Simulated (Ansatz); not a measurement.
Total energies of GaH₂I from Ansatz at CCSD(T)/def2-TZVPP, gas phase (1 Eh = 27.2114 eV = 2625.5 kJ/mol). The reference geometry is relaxed at PBE-D4/def2-TZVP.

```csv
atom,x (Å),y (Å),z (Å)
Ga1,-0.036,-0.069,-0.277
H2,-1.387,0.393,-0.924
H3,1.148,-0.857,-0.938
I4,0.276,0.534,2.139
```

```tsv
state	geometry	energy (Eh)
charge 0 singlet	reference	-2221.83921
charge 1 doublet	reference	-2221.48371
free Ga atom (doublet)	–	-1923.41187
free H atom (doublet)	–	-0.49981
free I atom (doublet)	–	-297.11169
```

In the def2 sets I takes a core potential; there is no spin–orbit coupling. Correlated methods freeze 13 core orbitals; core or outer-core shells of Ga, I are correlated, in sets that lack core-valence functions.

Work out the vertical ionisation energy to the doublet.

E(charge 1 doublet) − E(charge 0 singlet) = -2221.48371 − (-2221.83921) = 0.35550 Eh = 9.67 eV.

What is the binding energy per atom against free atoms?

Atoms: 1 × (-1923.41187) + 2 × (-0.49981) + 1 × (-297.11169) = -2221.52318 Eh. Binding: -2221.52318 − (-2221.83921) = 0.31603 Eh = 8.60 eV, or 2.15 eV for each of 4 atoms (no zero-point energy, no counterpoise term).
